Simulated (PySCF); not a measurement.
C₃F₃, SMILES [C]#CC(F)(F)F, multiplicity 2. Atoms are numbered in the order given.

```xyz
6

C      0.0000     0.0000     2.4305
C      0.0000     0.0000     1.2069
C      0.0000     0.0000    -0.2690
F      1.0916     0.6302    -0.7485
F      0.0000    -1.2605    -0.7485
F     -1.0916     0.6302    -0.7485
```
Charge 0, spin multiplicity 2.

Coordinates come from a PBE-D3(BJ)/def2-SVP optimisation. The isomer is the one that the SMILES or the coordinates give; other isomers of the formula were not compared.

Computed with PBE-D3(BJ)/def2-SVP (PySCF 2.14.0).

Harmonic, unscaled wavenumbers; measured fundamentals usually lie a few per cent lower.

Modes within 1.5 cm⁻¹ of each other (mostly degenerate sets) share a row, with their intensities summed.

Q: Estimate the vibrational spectrum. (The exact figures need the calculation; the answer reports its results.)

A: 
```tsv
mode	ν (cm⁻¹)	IR (km/mol)	moving atoms (share of kinetic energy)
1–2	100	4.9	C 72 %, F 28 %
3–4	390	7.5	F 61 %, C 39 %
5	531	9.2	C 55 %, F 45 %
6–7	555	0.4	F 80 %, C 20 %
8	800	1.1	F 80 %, C 20 %
9–10	1148	448.4	C 75 %, F 25 %
11	1208	444.0	C 87 %, F 13 %
12	2206	12.1	C 100 %
```
